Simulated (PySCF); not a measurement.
Start geometry of `C[CH](C)[Al@@H-]1[CH2]CC[N+]1(C)C` from GFN2-xTB (Å):
```
atom  x, y, z in Å
C1     3.1152   -0.6239   -0.6141
C2     1.8968    0.2730   -0.8925
C3     2.2768    1.7319   -0.5954
Al4    0.5671   -0.4191    0.4630
C5    -0.3559   -2.2150    0.4476
C6    -1.8603   -1.9349    0.2742
C7    -2.1632   -0.5135    0.7426
N8    -1.2748    0.4549    0.0999
C9    -1.4361    1.7647    0.7079
C10   -1.5102    0.5284   -1.3327
H11    3.9965   -0.3135   -1.1800
H12    3.3682   -0.5927    0.4475
H13    2.8905   -1.6608   -0.8680
H14    1.6954    0.2014   -1.9726
H15    1.4944    2.4166   -0.9247
H16    3.2043    2.0157   -1.0970
H17    2.4187    1.8712    0.4774
H18    0.7928    0.1489    1.9071
H19   -0.0654   -3.0321   -0.2221
H20   -0.2079   -2.6254    1.4605
H21   -2.1563   -2.0519   -0.7698
H22   -2.4766   -2.6259    0.8575
H23   -1.9568   -0.4635    1.8157
H24   -3.2162   -0.2477    0.5711
H25   -1.2068    1.6946    1.7700
H26   -0.7299    2.4590    0.2559
H27   -2.4537    2.1500    0.5821
H28   -2.5665    0.7066   -1.5609
H29   -0.9107    1.3344   -1.7519
H30   -1.1872   -0.4026   -1.7962
```

Q: What comes out of this run: PySCF 2.14.0, PBE0-D3(BJ)/def2-SVP geometry optimisation, gas phase?

A: 
```
atom  x, y, z in Å
C1     3.1678   -0.7088   -0.5355
C2     1.9013    0.1260   -0.7447
C3     2.2336    1.6174   -0.7278
Al4    0.5450   -0.4097    0.6188
C5    -0.3759   -2.1882    0.5259
C6    -1.8444   -1.9064    0.1715
C7    -2.2475   -0.5062    0.6195
N8    -1.2813    0.5067    0.1331
C9    -1.4741    1.7882    0.8143
C10   -1.3884    0.6859   -1.3174
H11    3.9536   -0.4683   -1.2767
H12    3.6122   -0.5309    0.4601
H13    2.9715   -1.7916   -0.6121
H14    1.5023   -0.1296   -1.7467
H15    1.3641    2.2525   -0.9723
H16    3.0295    1.8794   -1.4509
H17    2.5890    1.9390    0.2666
H18    0.7886    0.1856    2.1013
H19    0.0670   -2.9033   -0.1862
H20   -0.3142   -2.6720    1.5164
H21   -2.0091   -2.0019   -0.9150
H22   -2.5502   -2.6198    0.6320
H23   -2.2253   -0.4555    1.7205
H24   -3.2686   -0.2288    0.2944
H25   -1.3595    1.6490    1.8970
H26   -0.7112    2.5042    0.4790
H27   -2.4749    2.2043    0.5996
H28   -2.4044    1.0183   -1.5968
H29   -0.6604    1.4368   -1.6504
H30   -1.1673   -0.2550   -1.8363
```

The energy falls by 0.203 eV over 9 energy and gradient evaluations, the largest force component goes from 0.0202 to 4.2e-04 Eh/bohr, and the atoms move by 0.222 Å rms after alignment. The bond that changes most is Al4–H18 (ends: aluminium bonded to 2 C, N and H; Al–H hydrogen), which lengthens by 0.048 Å. Bonds longer at the end by more than 0.005 Å: 23 of 30; shorter: 4. Among the angles that change most is Al4–C2–H14, from 121.0° to 108.1°. Among the dihedrals that turn most is Al4–C2–C3–H17, from 42° to 57°. Rotational constants go from 1572, 834.7, 647.3 to 1535, 835.3, 647.5 MHz. The orientation of the end geometry is arbitrary; only internal coordinates are fixed.

The run used 244 basis functions and 55 SCF cycles in all.

No PBE0-D3(BJ)/def2-SVP frequencies stand behind this structure, so it isn't proved a minimum. The numbers are those of one conformer.
